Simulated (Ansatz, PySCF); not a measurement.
Three-fold rotor about C1–Si2 in CH4SSi (SMILES C[Si]S); single points on GFN2-xTB geometries with the dihedral held.
Staggered geometry (60°) (charge 0, multiplicity 1):
```xyz
7

C     -0.955    -0.097    -0.077
Si     0.061     1.531    -0.031
S      0.314     1.853    -2.190
H     -0.407    -0.898    -0.576
H     -1.901     0.035    -0.604
H     -1.187    -0.439     0.929
H     -0.336     0.795    -2.656
```

Cores are frozen in the correlated methods. CBS: X⁻³ extrapolation of the correlation energy, Hartree–Fock from the larger set. MP2 and its Hartree–Fock in cc-pV(Q+d)Z are density fitted. Rows in 6-31G* carry no dispersion term and start afresh at each structure (6-31G* with six Cartesian d functions).

Codes used: Ansatz (Gaussian orbitals); PySCF for 6-31G* rows. Each number belongs to the level named beside it.

Energies above the staggered point (kcal/mol):

```
dihedral (°)  PBE/def2-TZVPP  B3LYP/6-31G*  MP2/CBS(cc-pV(T+d)Z, cc-pV(Q+d)Z) + ΔCCSD(T)/cc-pV(T+d)Z
------------  --------------  ------------  --------------------------------------------------------
0                      0.305         0.362                                                     0.471
20                     0.233         0.278                                                     0.347
40                     0.081         0.100                                                     0.110
60                     0.000         0.000                                                     0.000
80                     0.090         0.102                                                     0.120
100                    0.229         0.271                                                     0.339
120                    0.303         0.360                                                     0.469
```

Moments of inertia of the two ends about the bond: 3.115 and 157.569 u Å².

Fit V = V₃/2 (1 − cos 3φ) + V₆/2 (1 − cos 6φ), φ counted from the staggered point, and estimate the harmonic torsional frequency.


V₃ is the energy at φ = 60°; at φ = 20° (mean of both sides) V = 0.25 V₃ + 0.75 V₆. The reduced moment I₁I₂/(I₁ + I₂) = 3.054 u Å² gives F = 16.8576/I = 5.519 cm⁻¹ (a rough rule where the frame isn't a symmetric top). Near the minimum V = kφ²/2 with k = (9V₃ + 36V₆)/2, and ω = √(2Fk), with 1 kcal/mol = 349.755 cm⁻¹.
- PBE/def2-TZVPP: V₃ = 0.31, V₆ = 0.012 kcal/mol, k = 555 cm⁻¹/rad², ω = 78 cm⁻¹
- B3LYP/6-31G*: V₃ = 0.36, V₆ = 0.014 kcal/mol, k = 659 cm⁻¹/rad², ω = 85 cm⁻¹
- MP2/CBS(cc-pV(T+d)Z, cc-pV(Q+d)Z) + ΔCCSD(T)/cc-pV(T+d)Z: V₃ = 0.47, V₆ = -0.003 kcal/mol, k = 720 cm⁻¹/rad², ω = 89 cm⁻¹

Ansatz is a program for electronic structure.
